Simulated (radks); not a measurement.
Species: Cd6+. Configuration: [Kr] 4d(3/2: 4, 5/2: 2).

Method: Dirac Kohn-Sham, PBE, spin-unpolarised, spherical densities, finite nucleus; Fermi nuclear charge, rms radius 4.6087 fm; computed with a radial shooting solver on a logarithmic mesh with Libxc functionals.

Energy parts (Ry):
total: -11171.38732
kinetic: 11715.77907
electron-nucleus: -26807.19731
Hartree: 4222.80236
exchange-correlation: -302.77144

Orbitals (lengths in bohr, moments of r in powers of bohr; r(90%) holds 90 % of the orbital's charge):
1s1/2: occ. 2; eigenvalue (Ry) -1955.538; r(90%) 0.0546; <r^4> 4.065e-06; small-component weight 3.10e-02
2s1/2: occ. 2; eigenvalue (Ry) -296.4471; r(90%) 0.203; <r^4> 0.0007159; small-component weight 6.51e-03
2p1/2: occ. 2; eigenvalue (Ry) -276.4799; r(90%) 0.182; <r^4> 0.0004647; small-component weight 6.52e-03
2p3/2: occ. 4; eigenvalue (Ry) -262.3349; r(90%) 0.189; <r^4> 0.0005391; small-component weight 6.25e-03
3s1/2: occ. 2; eigenvalue (Ry) -61.07308; r(90%) 0.527; <r^4> 0.03290; small-component weight 1.85e-03
3p1/2: occ. 2; eigenvalue (Ry) -53.07454; r(90%) 0.526; <r^4> 0.03233; small-component weight 1.80e-03
3p3/2: occ. 4; eigenvalue (Ry) -50.54371; r(90%) 0.542; <r^4> 0.03636; small-component weight 1.72e-03
3d3/2: occ. 4; eigenvalue (Ry) -36.40138; r(90%) 0.525; <r^4> 0.03214; small-component weight 1.61e-03
3d5/2: occ. 6; eigenvalue (Ry) -35.88645; r(90%) 0.530; <r^4> 0.03336; small-component weight 1.58e-03
4s1/2: occ. 2; eigenvalue (Ry) -14.61581; r(90%) 1.24; <r^4> 1.020; small-component weight 5.01e-04
4p1/2: occ. 2; eigenvalue (Ry) -11.98203; r(90%) 1.32; <r^4> 1.312; small-component weight 4.50e-04
4p3/2: occ. 4; eigenvalue (Ry) -11.51860; r(90%) 1.36; <r^4> 1.463; small-component weight 4.30e-04
4d3/2: occ. 4; eigenvalue (Ry) -7.32556; r(90%) 1.62; <r^4> 2.909; small-component weight 3.20e-04
4d5/2: occ. 2; eigenvalue (Ry) -7.25571; r(90%) 1.63; <r^4> 3.005; small-component weight 3.15e-04

The highest occupied level is 4d5/2 at -98.719 eV. The electron density at the nucleus is 1.595e+05 e/bohr^3. The density falls to 0.001 e/bohr^3 at r = 2.58 bohr.
